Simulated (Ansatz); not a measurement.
Relaxation of CH7ClSn (10 atoms, charge 0, multiplicity 1), to a largest force component of 0.03 eV/Å in at most 50 steps.

The calculation used RKS B3LYP-D4/def2-SVP (Ansatz 0.2.0).

```xyz
10
Properties=species:S:1:pos:R:3
Sn -1.598 -0.193 -0.694
C 1.569 0.002 0.678
H -0.347 -0.866 -1.645
H -1.688 -0.832 0.891
H -3.113 -0.256 -1.497
H 0.931 0.871 0.548
Cl -1.138 2.153 -0.457
H 2.371 0.243 1.392
H 0.994 -0.848 1.070
H 2.019 -0.274 -0.286
```

Question: Where does it end, and by what steps?

Answer: The forces met the threshold. After 3 steps the energy has fallen by 0.059 eV; H6 moved furthest, 0.24 Å.

```tsv
step	energy less start (eV)	largest force component (eV/Å)	accepted
0	0.0000	0.477	yes
1	-0.0544	0.111	yes
2	-0.0581	0.052	yes
3	-0.0587	0.016	yes
```

```xyz
10
Properties=species:S:1:pos:R:3
Sn -1.787 -0.186 -0.775
C 1.754 0.002 0.756
H -0.511 -0.836 -1.713
H -1.851 -0.831 0.810
H -3.299 -0.289 -1.577
H 1.152 0.913 0.624
Cl -1.327 2.136 -0.529
H 2.563 0.197 1.474
H 1.121 -0.812 1.139
H 2.185 -0.294 -0.210
```

Whether the end is a true minimum wasn't checked by a vibrational analysis.

The run took 4.5 s on 2 threads of AMD EPYC 9R45 96-Core Processor (Zen 5), with other jobs on the host, peak memory 0.21 GiB.
